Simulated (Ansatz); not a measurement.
Stepwise reaction of silicon tetrachloride with water, as a gas-phase model of exchange steps in deposition or etching. ΔE in kJ/mol; ΔG adds harmonic PBE0-D4 terms to CCSD(T)/CBS, at 1 bar.

Isolated molecules relaxed with PBE0-D4/def2-TZVP in Ansatz; ΔE leaves out vibrations. CCSD(T)/CBS is the MP2 limit (def2-TZVPP, def2-QZVPP) plus CCSD(T) − MP2 in def2-TZVPP, frozen cores. This one scheme is used for every species. Functionals use def2-TZVPP. B3LYP here is the variant with VWN-RPA as its local correlation; programs differ in this. Each species was taken in one conformer, which may not be the lowest.

```csv
step,reaction,PBE-D4,B3LYP-D4,ωB97M-V,CCSD(T)/CBS,ΔG(500 K)
1,`Cl[Si](Cl)(Cl)Cl` + H₂O → `O[Si](Cl)(Cl)Cl` + HCl,-9.3,-17.6,-17.0,-14.6,-30.5
2,`O[Si](Cl)(Cl)Cl` + H₂O → `O[Si](O)(Cl)Cl` + HCl,-9.5,-17.8,-17.0,-15.1,-19.0
4,`O[Si](O)(O)Cl` + H₂O → `O[Si](O)(O)O` + HCl,-3.9,-12.2,-11.6,-11.0,-11.4
```

Question: Give the row of step 3, `O[Si](O)(Cl)Cl` + H₂O → `O[Si](O)(O)Cl` + HCl. (Estimate.)

Answer: The calculation gave: 
```csv
step,reaction,PBE-D4,B3LYP-D4,ωB97M-V,CCSD(T)/CBS,ΔG(500 K)
3,`O[Si](O)(Cl)Cl` + H₂O → `O[Si](O)(O)Cl` + HCl,-9.1,-17.4,-16.2,-14.6,-13.7
```

Question: By hand: ΔE of the 4 steps together at CCSD(T)/CBS.

Answer: (-14.6) + (-15.1) + (-14.6) + (-11.0) = -55.3 kJ/mol, or -13.8 kJ/mol a step.

In ΔE the steps differ by no more than 4.1 kJ/mol. All are downhill at CCSD(T)/CBS. ΔG lies between -30.5 and -11.4 kJ/mol a step. PBE-D4 differs from CCSD(T)/CBS by 5.3 to 7.1 kJ/mol a step. Isolated molecules leave out the surface, adducts and barriers. Largest T1 diagnostic: 0.011.
